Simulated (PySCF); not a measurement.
Precursor series Zr F-H. Gas-phase values, no solvent.

These are TPSSh-D3(BJ)/def2-TZVP // BP86-D3(BJ)/def2-SVP (PySCF 2.14.0) values and carry that method's errors. All candidates: neutral, multiplicity 1. 

| Item | Value |
|---|---|
| LUMO | -2.90 eV |
| dipole moment | 0.00 D |
| HOMO–LUMO gap | 5.05 eV |

Question: Name which member has these values.
A. [Zr(F)(H)3]
B. [Zr(F)3(H)]
C. [Zr(H)4]
D. [Zr(F)2(H)2]

Answer: C, [Zr(H)4]. The others give [Zr(F)2(H)2]: -2.80 eV, 0.26 D, 5.30 eV; [Zr(F)3(H)]: -2.30 eV, 0.14 D, 6.10 eV; [Zr(F)(H)3]: -2.77 eV, 0.66 D, 5.24 eV
